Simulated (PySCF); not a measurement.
SbBr2, SMILES [Br][Sb+][Br] (connectivity only; charge and spin as stated), charge +1, multiplicity 1. Atoms are numbered in the order given.

```xyz
3

Sb     0.0000     0.0000     0.8912
Br     0.0000    -1.8941    -0.6493
Br     0.0000     1.8941    -0.6493
```
Charge +1, spin multiplicity 1.

Geometry optimised at r2SCAN-D4/def2-SVP. The spin state was assumed, not searched. The isomer is the one that the SMILES or the coordinates give; other isomers of the formula were not compared. The def2 effective core potentials stand for the cores of Sb; spin–orbit coupling is left out.

Level of theory: TDA-PBE/def2-SVPD run with PySCF.

Vertical excitations. Gas-phase values at a fixed geometry. State labels are in the subgroup C2v.

Computed UV-visible absorptions:
```json
[
 {"state": "S1", "symmetry": "A2", "energy (eV)": "2.22", "λ (nm)": "559", "f": "0.000", "main pairs": "HOMO→LUMO 100 %"},
 {"state": "S2", "symmetry": "B1", "energy (eV)": "2.50", "λ (nm)": "497", "f": "0.001", "main pairs": "HOMO−1→LUMO 98 %"},
 {"state": "S3", "symmetry": "B2", "energy (eV)": "3.39", "λ (nm)": "366", "f": "0.058", "main pairs": "HOMO−2→LUMO 82 %"},
 {"state": "S4", "symmetry": "B1", "energy (eV)": "4.07", "λ (nm)": "304", "f": "0.007", "main pairs": "HOMO−4→LUMO 98 %"},
 {"state": "S5", "symmetry": "A1", "energy (eV)": "4.32", "λ (nm)": "287", "f": "0.019", "main pairs": "HOMO−3→LUMO 83 %"},
 {"state": "S6", "symmetry": "A2", "energy (eV)": "4.92", "λ (nm)": "252", "f": "0.000", "main pairs": "HOMO−5→LUMO 98 %"},
 {"state": "S7", "symmetry": "A1", "energy (eV)": "4.92", "λ (nm)": "252", "f": "0.000", "main pairs": "HOMO→LUMO+2 57 %, HOMO−1→LUMO+1 42 %"},
 {"state": "S8", "symmetry": "B2", "energy (eV)": "4.98", "λ (nm)": "249", "f": "0.011", "main pairs": "HOMO→LUMO+1 71 %, HOMO−1→LUMO+2 27 %"},
 {"state": "S9", "symmetry": "A2", "energy (eV)": "5.09", "λ (nm)": "244", "f": "0.000", "main pairs": "HOMO−2→LUMO+1 98 %"},
 {"state": "S10", "symmetry": "A1", "energy (eV)": "5.13", "λ (nm)": "242", "f": "0.029", "main pairs": "HOMO−1→LUMO+1 53 %, HOMO→LUMO+2 37 %"},
 {"state": "T1", "symmetry": "A2", "energy (eV)": "2.02", "λ (nm)": "615", "f": "0", "main pairs": "HOMO→LUMO 100 %"},
 {"state": "T2", "symmetry": "B1", "energy (eV)": "2.10", "λ (nm)": "591", "f": "0", "main pairs": "HOMO−1→LUMO 99 %"},
 {"state": "T3", "symmetry": "B2", "energy (eV)": "2.24", "λ (nm)": "553", "f": "0", "main pairs": "HOMO−2→LUMO 100 %"},
 {"state": "T4", "symmetry": "A1", "energy (eV)": "2.83", "λ (nm)": "437", "f": "0", "main pairs": "HOMO−3→LUMO 100 %"}
]
```
Triplets are in the Tamm–Dancoff approximation.
